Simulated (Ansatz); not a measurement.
Geometry optimisation, RHF/def2-SVP in Ansatz 0.2.0.

The input (input.yaml):

```yaml
crystal:
  periodic: [false, false, false]
  atoms:
    - { symbol: Ge, position_ang: [0.0, 0.0, 0.0] }
    - { symbol: H, position_ang: [0.0, 0.0, 1.9] }
    - { symbol: Ge, position_ang: [2.2632, 0.0, -0.7992] }
    - { symbol: H, position_ang: [2.7487, -1.4611, -0.9782] }
    - { symbol: H, position_ang: [2.3309, 0.7367, -2.1612] }
    - { symbol: H, position_ang: [3.1736, 0.7244, 0.225] }
    - { symbol: H, position_ang: [-0.73, 1.2648, -0.5162] }
    - { symbol: O, position_ang: [-0.8337, -1.4443, -0.5894] }
    - { symbol: H, position_ang: [-1.2883, -1.91, 0.183] }
    - { symbol: Br, position_ang: [1.4092, -2.1399, 0.8514] }
    - { symbol: H, position_ang: [0.5283, -0.8023, 1.9922] }
basis:
  gaussian: { orbitals: def2-SVP }
hamiltonian:
  xc: hf
relax:
  f_tol: 0.15
  max_steps: 25
  restrain:
    - { distance: [0, 9], at: 2.4, k: 30.0 }
    - { distance: [10, 1], at: 0.66, k: 30.0 }
    - { distance: [0, 1], at: 2.75, k: 30.0 }
    - { distance: [10, 9], at: 2.75, k: 30.0 }
output:
  orbitals: {}
```

Command:

```bash
$ ansatz run input.yaml --threads 4 --pin off --max-ram 5120MiB --backend cpu --events-out ev --progress --plain --runs-dir out
```

**Question.** Where does it end, and by what steps?

**Answer.** It converged. The restraints hold the end off the free minimum. After 16 steps the energy has fallen by 4.814 eV (the restraints' own energy left out); H7 moved furthest, 1.47 Å. Joined: H2–H11 (0.97 → 0.71 Å).

| step | energy less start (eV) | largest force component (eV/Å) | accepted |
| --- | --- | --- | --- |
| 0 | 0.0000 | 3.974 | yes |
| 1 | -0.5365 | 2.928 | yes |
| 2 | -0.7964 | 3.597 | yes |
| 3 | -2.1528 | 2.960 | yes |
| 4 | -2.9575 | 1.605 | yes |
| 5 | -3.5439 | 0.825 | yes |
| 6 | -3.9307 | 0.799 | yes |
| 7 | -4.2639 | 0.825 | yes |
| 8 | -4.4904 | 0.898 | yes |
| 9 | -4.6072 | 1.035 | yes |
| 10 | -4.6570 | 1.102 | yes |
| 11 | -4.6991 | 1.155 | yes |
| 12 | -4.7447 | 1.176 | yes |
| 13 | -4.7830 | 0.990 | yes |
| 14 | -4.8083 | 1.144 | yes |
| 15 | -4.8104 | 1.430 | yes |
| 16 | -4.8142 | 1.453 | yes |

```xyz
11
Properties=species:S:1:pos:R:3
Ge 0.096 -0.753 -0.037
H 0.826 0.783 2.139
Ge 2.262 0.028 -0.870
H 3.013 -1.173 -1.439
H 1.993 1.052 -1.981
H 3.072 0.690 0.246
H -0.922 0.240 0.515
O -0.617 -1.596 -1.408
H -1.397 -2.109 -1.258
Br 0.374 -2.383 1.680
H 0.902 0.190 2.522
```

Time of the run: 34 s on 4 threads of Arm Neoverse V2 (shared host), peak memory 0.46 GiB.
